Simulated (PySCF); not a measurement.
Compound: C5H3N2O (doublet state).
Cartesian coordinates in Å at the GFN2-xTB level; atoms count from 1:
```
atom  x, y, z in Å
N1    -2.0375    0.6446    1.7563
C2    -1.7756   -0.1467    0.9659
C3    -1.3985   -1.0645   -0.0331
C4    -0.4564   -0.7513   -0.9106
O5     0.4753    0.0995   -1.1156
C6     1.0690    0.8755   -0.0215
C7     1.7621    0.0210    0.9104
N8     2.2972   -0.6942    1.6229
H9    -1.9789   -1.9699   -0.1132
H10    1.7702    1.5594   -0.5064
H11    0.2786    1.4293    0.4988
```

The hyperfine couplings belong to this conformer and change with its torsions.

Identity: `N#C/C=[C]\OCC#N` [radical].

Method: UKS B3LYP, pcH-1 on C H N O, non-relativistic, mean-field spin-orbit, GIAO (PySCF). Geometry: GFN2-xTB, one conformer, isolated molecule. The geometry wasn't refined by DFT: couplings that depend on bond lengths, twists or pyramidal angles can differ widely from those at the functional's own minimum. The frame is twisted about the C3–C4 bond at this geometry (dihedral C2–C3–C4–O5 = 15°); couplings at other torsion angles weren't computed. The SCF solution wasn't tested for stability.

(1) Predict the first-order ENDOR lines of H9 and H10/H11 under fast tumbling at B = 344.0 mT (X band).

(2) Which pairs are centred on the nuclear Larmor frequency, and which on half the coupling?

(3) At what field would the lower line of H9 fall to zero frequency?

Answers

(1) ν± = |νn ± a/2|, one line for each electron-spin manifold; νn = |g_N| × 7.62259 MHz/T × B.

```
 nuclei  isotope     g_N  νn (MHz)  a_iso (MHz)  lower line (MHz)  upper line (MHz)
     H9       1H  5.5857     14.65        54.76             12.73             42.03
H10/H11       1H  5.5857     14.65        -1.27             14.01             15.28
```

(2) Centred on νn, since |a| < 2νn: H10/H11. Centred on |a|/2 and split by 2νn: H9.

(3) Where νn = |a|/2, that is B = 27.38 MHz/(5.5857 × 7.62259 MHz/T) = 643 mT, as far as first order holds there.

Class means assume fast exchange of nuclei equivalent by connectivity; if that motion is slow, each nucleus keeps its own coupling. The 1H value of -1.3 MHz is a mean of couplings from -4.5 to 1.9 MHz in this one geometry, not an average over conformers.

Hardware: one thread, Arm Neoverse V2 (aarch64), no GPU, on a shared host. Cost: 36 s of wall time (with the writing of density and orbital grids), 0.84 GiB resident at most.
